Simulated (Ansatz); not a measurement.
`C1OC[SiH2]1`, 10 atoms. Total charge 0; spin multiplicity 1. All runs use 2 threads of an Arm Neoverse V1 on a shared host. Correlated methods freeze the cores.

**Question.** Give the basis size and wall time and peak host memory of each of these runs in Ansatz. RKS ωB97M-V/def2-QZVPP energy; RHF-CCSD(T)/def2-SVP energy; RKS PBE0-D4/def2-TZVP relaxation (11 steps); RHF-MP2/def2-QZVPP energy; direct RPA on PBE orbitals/def2-TZVPP energy; RKS r2SCANh-D4/def2-TZVPP energy; RKS r2SCAN0-D4/def2-TZVPP energy; RKS ωB97M-V/def2-TZVPP energy and forces; RHF-CCSD(T)/def2-TZVPP energy; RKS PBE0-D4/def2-SVP energy; RKS PBE0-D4/def2-QZVPP energy; RKS ωB97M-V/def2-SVP energy. (Estimate.)

**Answer.** Computed: Other jobs shared the machine, so times are rough.

```json
{"level": "RKS PBE0-D4/def2-SVP", "job": "energy", "functions": "90", "wall time": "1.4 s", "peak host memory (GiB)": "0.43"}
{"level": "RHF-CCSD(T)/def2-SVP", "job": "energy", "functions": "90", "wall time": "3.5 s", "peak host memory (GiB)": "0.43"}
{"level": "RKS ωB97M-V/def2-SVP", "job": "energy", "functions": "90", "wall time": "6 s", "peak host memory (GiB)": "0.43"}
{"level": "direct RPA on PBE orbitals/def2-TZVPP", "job": "energy", "functions": "219", "wall time": "6.5 s", "peak host memory (GiB)": "0.46"}
{"level": "RKS r2SCAN0-D4/def2-TZVPP", "job": "energy", "functions": "219", "wall time": "6.5 s", "peak host memory (GiB)": "0.45"}
{"level": "RKS r2SCANh-D4/def2-TZVPP", "job": "energy", "functions": "219", "wall time": "7 s", "peak host memory (GiB)": "0.45"}
{"level": "RKS PBE0-D4/def2-QZVPP", "job": "energy", "functions": "421", "wall time": "13 s", "peak host memory (GiB)": "1.1"}
{"level": "RKS ωB97M-V/def2-TZVPP", "job": "energy and forces", "functions": "219", "wall time": "16 s", "peak host memory (GiB)": "0.66"}
{"level": "RKS ωB97M-V/def2-QZVPP", "job": "energy", "functions": "421", "wall time": "28 s", "peak host memory (GiB)": "1.4"}
{"level": "RHF-MP2/def2-QZVPP", "job": "energy", "functions": "421", "wall time": "32 s", "peak host memory (GiB)": "2.2"}
{"level": "RKS PBE0-D4/def2-TZVP", "job": "relaxation (11 steps)", "functions": "166", "wall time": "43 s", "peak host memory (GiB)": "0.34"}
{"level": "RHF-CCSD(T)/def2-TZVPP", "job": "energy", "functions": "219", "wall time": "110 s", "peak host memory (GiB)": "3.4"}
```
